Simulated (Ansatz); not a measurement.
Cartesian coordinates in Å:
```
C 1.104 -2.886 0.306
N 0.245 -1.797 0.002
Mo -0.207 -0.451 -0.990
O 0.903 -0.175 -2.236
O -1.952 -0.815 -1.673
N -0.230 1.071 0.192
C -0.198 2.396 -0.385
C -0.221 1.079 1.634
H 1.472 -2.792 1.334
H 0.554 -3.831 0.239
H 1.967 -2.932 -0.367
H -2.214 -0.396 -2.497
H -0.152 2.351 -1.476
H 0.683 2.952 -0.038
H -1.093 2.968 -0.106
H -0.212 0.060 2.018
H 0.662 1.610 2.015
H -1.111 1.589 2.027
```

Charge 0, multiplicity 1. Mo: def2 effective core potential.

Problem. List the PBE0/def2-TZVPP orbital energies in eV (the Gaussian-basis code of Ansatz). (An estimate is asked.)

Solution. Computed: Occupied: -522.53, -522.49, -391.80, -391.46, -279.09, -279.04, -278.93, -72.63, -45.63, -45.26, -45.06, -27.11, -25.41, -24.92, -23.70, -20.24, -17.75, -17.43, -13.83, -13.59, -13.15, -13.14, -12.50, -12.36, -12.34, -11.29, -10.86, -10.81, -10.50, -10.17, -9.98, -9.41, -8.92, -7.77, -7.31, -6.75. Lowest empty: -1.10, -0.93, -0.09, 0.24, 0.38, 0.92, 1.06, 1.43.
